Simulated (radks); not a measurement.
The numbers below are computed, except where a source is named.
Species: Rb+. Configuration: [Ar] 3d9 4s2 4p6 4d1 (not the ground configuration). Code: a radial shooting solver on a logarithmic mesh with Libxc functionals. Model: scalar-relativistic Kohn-Sham, PBE, spin-unpolarised, spherical densities, finite nucleus; Fermi nuclear charge, rms radius 4.2036 fm.

Unscreened Slater integrals over Kohn-Sham orbitals (cm^-1).

\begin{tabular}{lr}
integral & value \\ \hline
F0(4d,4d) & 67368 \\
F2(4d,4d) & 32030 \\
F4(4d,4d) & 20257 \\
F0(4d,4p) & 84517 \\
F2(4d,4p) & 35454 \\
G1(4d,4p) & 40554 \\
G3(4d,4p) & 24173 \\
F0(4d,4s) & 87077 \\
G2(4d,4s) & 25710 \\
F0(4d,3d) & 94986 \\
F2(4d,3d) & 11407 \\
F4(4d,3d) & 4363.8 \\
G0(4d,3d) & 3442.5 \\
G2(4d,3d) & 3677.7 \\
G4(4d,3d) & 2716.6 \\
F0(4p,4p) & 123630 \\
F2(4p,4p) & 64728 \\
F0(4p,4s) & 131870 \\
G1(4p,4s) & 88386 \\
F0(4p,3d) & 161120 \\
F2(4p,3d) & 34738 \\
G1(4p,3d) & 11179 \\
G3(4p,3d) & 10583 \\
F0(4s,4s) & 142210 \\
F0(4s,3d) & 181550 \\
G2(4s,3d) & 14916 \\
F0(3d,3d) & 392100 \\
F2(3d,3d) & 190770 \\
F4(3d,3d) & 120680 \\
\end{tabular}

Derived for the open shells (J is the average intra-shell exchange parameter used in DFT+U). 3d: Racah B = F2/49 - 5 F4/441 = 2525 cm^-1, C = 35 F4/441 = 9578 cm^-1, C/B = 3.79, F4/F2 = 0.633, J = (F2 + F4)/14 = 22250 cm^-1. 4d: Racah B = F2/49 - 5 F4/441 = 424.0 cm^-1, C = 35 F4/441 = 1608 cm^-1, C/B = 3.79, F4/F2 = 0.632, J = (F2 + F4)/14 = 3735 cm^-1.
